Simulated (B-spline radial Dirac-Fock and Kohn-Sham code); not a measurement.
**How the settings move the core levels of Tl⁷⁺**

ΔSCF core binding energies without Breit or QED terms, calculated with a radial atomic solver. Keys: rel is the Hamiltonian (dirac, or spin-free x2c and nr, where L3 and M5 stand for the whole 2p and 3d shells), method is hf or an exchange,correlation pair (spin-unpolarised, also for the hole states), nuc the nuclear model, radius_factor scales its radius, rmax is the box in bohr, h the logarithmic mesh step, order the B-spline order, points the quadrature points per cell, c_factor scales the speed of light, and damp, ndamp, maxit and tol steer the iteration. The run stops when the commutator error falls below 10·tol·max(1, Z/10), or the numerical noise floor, and the energy has settled to about 1e-8 Ha; the virial ratio is −V/T.

Base input:

```json
{"items": [{"Z": 81, "q": 7, "cfg": [[1, 0, 2], [2, 0, 2], [2, 1, 6], [3, 0, 2], [3, 1, 6], [3, 2, 10], [4, 0, 2], [4, 1, 6], [4, 2, 10], [4, 3, 14], [5, 0, 2], [5, 1, 6], [5, 2, 6]], "A": 205, "rrms": 5.4759, "do": "settings", "holes": ["K", "L3", "M5"],
  "settings": [{"rel": "dirac", "method": "hf", "nuc": "fermi", "radius_factor": 1.0, "rmax": 45.0, "h": 0.3, "order": 8, "points": 10, "c_factor": 1.0, "maxit": 60, "damp": 0.5, "ndamp": 3, "tol": 1e-08}]}]}
```

The ground state converged in 10 iterations, with total energy -20261.99201 Ha, virial ratio 1.86399 and highest orbital energy -117.26 eV. ΔSCF binding energies: K (1s) 86116.8 eV, L3 (2p3/2) 12811.9 eV, M5 (3d5/2) 2509.8 eV.

Changes from the base run:

| changed setting | Δ total energy (Ha) | Δ K (eV) | Δ L3 (eV) | Δ M5 (eV) | iterations |
| --- | --- | --- | --- | --- | --- |
| nuc = "sphere" | +0.01002 | -0.11 | 0.00 | 0.00 | 10 |
| radius_factor = 2.0 | ? | ? | ? | ? | ? |
| nuc = "sphere"; rmax = 60.0; tol = 1e-06 | +0.01002 | -0.11 | 0.00 | 0.00 | 8 |
| rel = "x2c" | +31.05643 | -99.84 | +603.74 | +39.06 | 10 |
| damp = 0.2 | 0.00000 | 0.00 | 0.00 | 0.00 | 9 |
| order = 6 | +0.00152 | 0.00 | 0.00 | 0.00 | 10 |
| rel = "x2c"; method = "lda,vwn"; order = 6 | +37.73766 | -129.73 | +553.11 | +20.47 | 10 |

**Question.** What does the change radius_factor = 2.0 do?

**Answer.** The total energy moves by +10.64284 Ha and the binding energies by K -116.47 eV, L3 +0.68 eV, M5 +0.17 eV; the run takes 10 iterations.
